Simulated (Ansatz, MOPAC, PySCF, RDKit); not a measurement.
Noncovalent pair: CH4O (SMILES CO) (first 6 atoms) with C3H8 (SMILES CCC); geometry from B3LYP-D3(BJ)/def2-TZVP.
(charge 0, multiplicity 1):
```tsv
atom	x (Å)	y (Å)	z (Å)
C	0.4843	0.2433	-0.2798
O	-0.5138	-0.5181	0.3832
H	0.7516	1.1470	0.2786
H	0.0681	0.5428	-1.2407
H	1.3934	-0.3402	-0.4639
H	-0.1745	-0.7962	1.2398
C	-0.3021	-1.2733	3.8610
C	-0.0233	0.0919	4.4845
C	0.3372	1.1537	3.4487
H	-0.5340	-2.0244	4.6180
H	-1.1536	-1.2264	3.1770
H	0.5674	-1.6349	3.3027
H	0.7890	0.0006	5.2113
H	-0.9023	0.4170	5.0482
H	0.5186	2.1234	3.9154
H	1.2442	0.8765	2.9040
H	-0.4645	1.2787	2.7172
```

Counterpoise-corrected where a basis set is named; no monomer relaxation.

Rows in 6-31G* carry no dispersion term and start afresh at each structure (6-31G* with six Cartesian d functions). The state reached by AM1 isn't checked.

The values were computed with Ansatz (an electronic-structure program); MOPAC for AM1 (differences of heats of formation); PySCF for 6-31G* rows, the dispersion terms; RDKit for the force fields. 

Q: One of these levels gives -2.07 kcal/mol for the interaction energy. Which?
A) MMFF94
B) AM1
C) PBE-D4/def2-TZVPPD
D) HF/6-31G*

A: C, PBE-D4/def2-TZVPPD. The others give -0.41 (MMFF94), -0.99 (AM1), 0.97 (HF/6-31G*)
